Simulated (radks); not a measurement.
Task: These are the eigenvalues of the occupied orbitals of an atom or ion with whole-number occupations (Ry). All-electron calculation, scalar-relativistic Kohn-Sham, PBE, spin-polarised, spherical densities, finite nucleus; Fermi nuclear charge, rms radius of each element as measured or else 0.836 A^(1/3) + 0.57 fm. Program: a radial shooting solver on a logarithmic mesh with Libxc functionals.

| orbital | eigenvalue |
|---|---|
| 1s down | -6386.794 |
| 1s up | -6386.794 |
| 2s up | -1217.243 |
| 2s down | -1217.239 |
| 2p up | -1060.830 |
| 2p down | -1060.827 |
| 3s up | -364.4097 |
| 3s down | -364.3010 |
| 3p up | -319.2832 |
| 3p down | -319.1725 |
| 3d up | -272.7874 |
| 3d down | -272.7033 |
| 4s up | -148.0311 |
| 4s down | -147.8792 |
| 4p up | -132.0833 |
| 4p down | -131.9404 |
| 4d up | -114.0814 |
| 4d down | -113.9383 |
| 4f up | -95.65222 |

Which element is it, and in what charge state? The configuration may be excited. Open shells, if any, are filled with parallel spins first.

Result: Z = 81, thallium, charge +34: Tl34+ in [Kr] 4d10 4f1. The list shows which subshells hold electrons but not how many an open one holds; the 1s level, -3193.4 hartree, gives Z - s = 79.9 by -(Z - s)^2/2, which with screening and relativity narrows Z to a few neighbours, and the depths of the outer levels then fix element, charge and occupations together.
